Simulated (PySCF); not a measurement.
C3H3, doublet (typed; the unrestricted solution is spin-contaminated), at a GFN2-xTB geometry, with bond 5-3 at 1.25 times its length; PySCF with HF/pcseg-1.

PySCF was given this input:
```python
from pyscf import gto, scf

mol = gto.M(
    atom='''
C     0.001404   -0.018997    0.109188
C     0.016848   -0.227990    1.310390
C    -0.015720    0.212717   -1.222609
H     0.030126   -0.407665    2.343087
H     1.128740    0.254653   -1.925368
H    -0.945169    0.367019   -1.740084
''',
    basis='pcseg-1',
    charge=0,
    spin=1,
    verbose=4,
)

mf = scf.UHF(mol)
mf.kernel()
mo_i, mo_e, stable_i, stable_e = mf.stability(internal=True, external=True, return_status=True, nroots=6, tol=1e-6)
print('internally stable:', stable_i, ' externally stable:', stable_e)
if not stable_i:
    umf = mf.copy()
    umf.scf_summary = {}
    umf.kernel(umf.make_rdm1(mo_i, mf.mo_occ))
mf.analyze()
```

Question: What does PySCF print? Leave out banner, timings and long lists.

Answer: 
```
PySCF version 2.14.0

[INPUT] verbose = 4
[INPUT] num. atoms = 6
[INPUT] num. electrons = 21
[INPUT] charge = 0
[INPUT] spin (= nelec alpha-beta = 2S) = 1
[INPUT] symmetry False subgroup None
[INPUT] Mole.unit = angstrom
[INPUT] Symbol           X                Y                Z      unit          X                Y                Z       unit  Magmom
[...]
nuclear repulsion = 52.9963120194448
number of shells = 15
number of NR pGTOs = 96
number of NR cGTOs = 57
basis = pcseg-1
ecp = {}

******** <class 'pyscf.scf.uhf.UHF'> ********
method = UHF
initial guess = minao
damping factor = 0
level_shift factor = 0
DIIS = <class 'pyscf.scf.diis.CDIIS'>
diis_start_cycle = 1
diis_space = 8
diis_damp = 0
SCF conv_tol = 1e-09
SCF conv_tol_grad = None
SCF max_cycles = 50
direct_scf = True
direct_scf_tol = 1e-13
number electrons alpha = 11  beta = 10
Set gradient conv threshold to 3.16228e-05
init E= -115.523176331099

cycle= 1 E= -115.128920984332  delta_E= 0.394  |g|= 0.232  |ddm|= 1.85
cycle= 2 E= -115.173860969019  delta_E= -0.0449  |g|= 0.091  |ddm|= 0.373
cycle= 3 E= -115.181405618433  delta_E= -0.00754  |g|= 0.0502  |ddm|= 0.14
cycle= 4 E= -115.184476997702  delta_E= -0.00307  |g|= 0.0264  |ddm|= 0.0833
cycle= 5 E= -115.185764552701  delta_E= -0.00129  |g|= 0.018  |ddm|= 0.048
cycle= 6 E= -115.186882416415  delta_E= -0.00112  |g|= 0.0105  |ddm|= 0.0659
cycle= 7 E= -115.187323824939  delta_E= -0.000441  |g|= 0.00839  |ddm|= 0.0372
cycle= 8 E= -115.187774616994  delta_E= -0.000451  |g|= 0.00611  |ddm|= 0.0461
cycle= 9 E= -115.18818851888  delta_E= -0.000414  |g|= 0.00244  |ddm|= 0.0781
cycle= 10 E= -115.18822300781  delta_E= -3.45e-05  |g|= 0.00125  |ddm|= 0.0169
cycle= 11 E= -115.188231641399  delta_E= -8.63e-06  |g|= 0.000548  |ddm|= 0.00983
cycle= 12 E= -115.188232794149  delta_E= -1.15e-06  |g|= 0.00022  |ddm|= 0.00256
cycle= 13 E= -115.188232955216  delta_E= -1.61e-07  |g|= 9.28e-05  |ddm|= 0.00113
cycle= 14 E= -115.188232978994  delta_E= -2.38e-08  |g|= 4.79e-05  |ddm|= 0.000351
cycle= 15 E= -115.188232984307  delta_E= -5.31e-09  |g|= 2.75e-05  |ddm|= 0.000151
cycle= 16 E= -115.188232986167  delta_E= -1.86e-09  |g|= 1.35e-05  |ddm|= 9.34e-05
cycle= 17 E= -115.188232986752  delta_E= -5.85e-10  |g|= 6.75e-06  |ddm|= 4.77e-05
Extra cycle  E= -115.188232986851  delta_E= -9.94e-11  |g|= 4.91e-06  |ddm|= 1.2e-05
converged SCF energy = -115.188232986851  <S^2> = 0.9658736  2S+1 = 2.2053332
uhf_internal: lowest eigs of H = [0.15629653 0.26172434 0.30414483 0.37252574 0.38226937 0.45775275]
<class 'pyscf.scf.uhf.UHF'> wavefunction is stable in the internal stability analysis
uhf_real2complex: lowest eigs of H = [0.1481291  0.19611946 0.25010125 0.26086793 0.27066735 0.28278921]
<class 'pyscf.scf.uhf.UHF'> wavefunction is stable in the real -> complex stability analysis
uhf_external: lowest eigs of H = [-6.60901285e-07  6.90373549e-02  1.10033195e-01  1.32052647e-01
  1.63741362e-01  1.84450300e-01]
<class 'pyscf.scf.uhf.UHF'> wavefunction is stable in the UHF/UKS -> GHF/GKS stability analysis
internally stable: True  externally stable: True
**** SCF Summaries ****
Total Energy =                        -115.188232986850991
Nuclear Repulsion Energy =              52.996312019444801
One-electron Energy =                 -258.915237017698530
Two-electron Energy =                   90.730692011402738
Two-electron Coulomb Energy =          107.216013274781986
DFT Exchange-Correlation Energy =      -16.485321263379248
**** MO energy ****
                             alpha | beta                alpha | beta
[...]
To work with the spin densities directly, `use mulliken_meta_spin()` only printing them here.

 ** Mulliken spin pop alpha/beta on meta-lowdin orthogonal AOs **
 ** Mulliken Spin Density (per AO)  **
spin_pop of  0 C 1s        0.00000
spin_pop of  0 C 2s       -0.06481
spin_pop of  0 C 3s        0.00097
spin_pop of  0 C 2px      -0.23814
spin_pop of  0 C 2py      -0.33122
spin_pop of  0 C 2pz      -0.04631
spin_pop of  0 C 3px      -0.00124
spin_pop of  0 C 3py      -0.00097
spin_pop of  0 C 3pz      -0.00056
spin_pop of  0 C 3dxy      0.00001
spin_pop of  0 C 3dyz      0.00180
spin_pop of  0 C 3dz^2     0.00078
spin_pop of  0 C 3dxz      0.00029
spin_pop of  0 C 3dx2-y2    0.00005
spin_pop of  1 C 1s       -0.00000
spin_pop of  1 C 2s        0.06892
spin_pop of  1 C 3s       -0.00090
spin_pop of  1 C 2px       0.26154
spin_pop of  1 C 2py       0.54828
spin_pop of  1 C 2pz       0.04435
spin_pop of  1 C 3px       0.00150
spin_pop of  1 C 3py       0.00440
spin_pop of  1 C 3pz       0.00024
spin_pop of  1 C 3dxy     -0.00001
spin_pop of  1 C 3dyz     -0.00038
spin_pop of  1 C 3dz^2    -0.00094
spin_pop of  1 C 3dxz     -0.00043
spin_pop of  1 C 3dx2-y2    0.00001
spin_pop of  2 C 1s       -0.00000
spin_pop of  2 C 2s        0.08264
spin_pop of  2 C 3s       -0.00045
spin_pop of  2 C 2px       0.07617
spin_pop of  2 C 2py       0.73702
spin_pop of  2 C 2pz       0.07585
spin_pop of  2 C 3px      -0.00013
spin_pop of  2 C 3py       0.00800
spin_pop of  2 C 3pz       0.00041
spin_pop of  2 C 3dxy     -0.00002
spin_pop of  2 C 3dyz     -0.00035
spin_pop of  2 C 3dz^2    -0.00021
spin_pop of  2 C 3dxz     -0.00026
spin_pop of  2 C 3dx2-y2   -0.00093
spin_pop of  3 H 1s       -0.04856
spin_pop of  3 H 2s       -0.00049
spin_pop of  3 H 2px       0.00011
spin_pop of  3 H 2py       0.00027
spin_pop of  3 H 2pz      -0.00016
spin_pop of  4 H 1s       -0.12381
spin_pop of  4 H 2s        0.00018
spin_pop of  4 H 2px      -0.00002
spin_pop of  4 H 2py       0.00022
spin_pop of  4 H 2pz       0.00006
spin_pop of  5 H 1s       -0.05298
spin_pop of  5 H 2s       -0.00001
spin_pop of  5 H 2px      -0.00016
spin_pop of  5 H 2py       0.00035
spin_pop of  5 H 2pz       0.00004
 ** Mulliken Spin Density (per atom)  **
spin density of  0 C =     -0.67933
spin density of  1 C =      0.92657
spin density of  2 C =      0.97772
spin density of  3 H =     -0.04882
spin density of  4 H =     -0.12337
spin density of  5 H =     -0.05276
 ** Mulliken pop alpha/beta on meta-lowdin orthogonal AOs **
 ** Mulliken pop       alpha | beta **
In total            11.00000 | 10.00000
 ** Mulliken atomic charges   ( Nelec_alpha | Nelec_beta ) **
charge of  0C =     -0.02645  (     2.67356      3.35289 )
charge of  1C =     -0.17602  (     3.55129      2.62473 )
charge of  2C =     -0.16798  (     3.57285      2.59513 )
charge of  3H =      0.16076  (     0.39521      0.44403 )
charge of  4H =      0.08647  (     0.39508      0.51845 )
charge of  5H =      0.12322  (     0.41201      0.46477 )
Dipole moment(X, Y, Z, Debye): -0.06117,  0.01133, -0.04082
```
